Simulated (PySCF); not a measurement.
Two species compared at the same levels of theory.

First species: C4H4F4O2.
SMILES: `C([C@@H]1[C@@H](O1)OC(F)F)(F)F`

Second species: C4H10FNSi.
Numbering: `[F:1][CH2:2][C@@H:3]1[CH2:4][CH2:5][NH:6][SiH2:7]1` (hydrogens: H8, H9 on C2; H10 on C3; H11, H12 on C4; H13, H14 on C5; H15 on N6; H16, H17 on Si7)

Levels: wB97X-D/def2-SVPD for HOMO energy, LUMO energy, HOMO–LUMO gap and static isotropic polarisability; TDDFT wB97X-D/def2-SVPD for lowest singlet excitation; TDA wB97X-D/def2-SVPD for lowest triplet excitation (Tamm–Dancoff). Geometries: GFN2-xTB. All species are isolated and taken at one optimised geometry, non-relativistic unless stated; the electronic structure was computed with PySCF and density fitting.

Dipoles, sizes and rotational constants follow the conformer. The torsions of the flexible species, by atom-mapped SMILES:
- `[F:1][CH:2]([F:3])[O:4][C@@H:5]1[O:6][C@@H:7]1[CH:8]([F:9])[F:10]`: F1–C2–O4–C5 -72°, C2–O4–C5–O6 -75°, O6–C7–C8–F9 -150°

The conformers of `FC[C@@H]1CCN[SiH2]1` aren't listed.

Values for the first species:

- HOMO energy: -11.32 eV
- LUMO energy: 2.23 eV
- HOMO–LUMO gap: 13.55 eV
- Lowest singlet excitation: 8.69 eV
- Lowest triplet excitation (Tamm–Dancoff): 8.21 eV
- Static isotropic polarisability: 57.8 au

Q: Estimate the same properties for the second species, and the change in each.

A: 
```
                                property      first    second  second less first
                             HOMO energy  -11.32 eV  -8.59 eV           +2.73 eV
                             LUMO energy    2.23 eV   2.09 eV           -0.14 eV
                           HOMO–LUMO gap   13.55 eV  10.68 eV           -2.87 eV
               lowest singlet excitation    8.69 eV   6.08 eV           -2.61 eV
lowest triplet excitation (Tamm–Dancoff)    8.21 eV   5.86 eV           -2.35 eV
         static isotropic polarisability    57.8 au   78.6 au           +20.8 au
```

On the first: The polarisability is 8.57 Å³ as a volume (1 au = 0.148185 Å³), or 0.72 au for each of the 80 electrons. The principal polarisabilities are 50.4, 54.0 and 69.1 au; their mean is the isotropic value.

On the second: S1 lies 4.60 eV below the HOMO–LUMO gap; its leading configuration is HOMO→LUMO, weight 0.85. The vertical singlet–triplet gap S1 − T1 is 0.22 eV (TDDFT singlet less Tamm–Dancoff triplet; S1: HOMO→LUMO, weight 0.85; T1: HOMO→LUMO, weight 0.72).
